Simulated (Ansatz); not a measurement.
Consider the formal hydrolysis of a C–Ge bond: `CO[C](=N)[GeH3]` + H₂O → `COC(=N)O` + GeH₄.

Program: Ansatz. Geometries: PBE0-D4/def2-TZVP. ΔE: electronic, gas phase. CCSD(T)/CBS adds triple-zeta CCSD(T) − MP2 to the extrapolated MP2 energy (def2 sets, frozen cores). This one scheme is used for every species. Functionals use def2-TZVPP. For Ge outer-core shells are correlated without core-valence functions, which leaves a few kJ/mol of doubt a bond. Scalar relativity is left out up to krypton. Each species was taken in one conformer, which may not be the lowest.

```
        level  ΔE (kcal/mol)
  LDA (SPW92)           -3.7
         BLYP            0.1
CCSD/def2-SVP           -5.1
 HF/CBS(def2)           -4.9
```

Task: What does CCSD(T)/CBS give? (An estimate is asked.)

Result: Computed: +3.5 kcal/mol. The listed levels differ from it by -7.2, -3.4, -8.6, -8.4 kcal/mol.

Task: What do rigid-rotor, harmonic-oscillator terms from PBE0-D4/def2-TZVP frequencies (298.15 K, 1 bar) make of the CCSD(T)/CBS value? (An estimate is asked.)

Result: The calculation gave: ΔZPE = +0.3 kcal/mol, ΔH = +2.8 kcal/mol, ΔS = -21 J/(mol·K), ΔG = +4.3 kcal/mol.

Largest T1 diagnostic among the species: 0.013.

At CCSD(T), def2-SVP lies −8.2 kcal/mol from the extrapolated value and def2-TZVPP −1.6 kcal/mol. The D4 term adds +1.5 kcal/mol with B3LYP and +0.8 kcal/mol with PBE0; it sums over pairs of atoms, weighted by their polarisabilities, and B3LYP, whose exchange is more repulsive, gets the larger term.

CCSD(T)/CBS has its own doubt, a few kJ/mol and more with outer-core shells, so smaller differences from it don't rank the levels.

B3LYP here is the variant with VWN-RPA as its local correlation; programs differ in this.
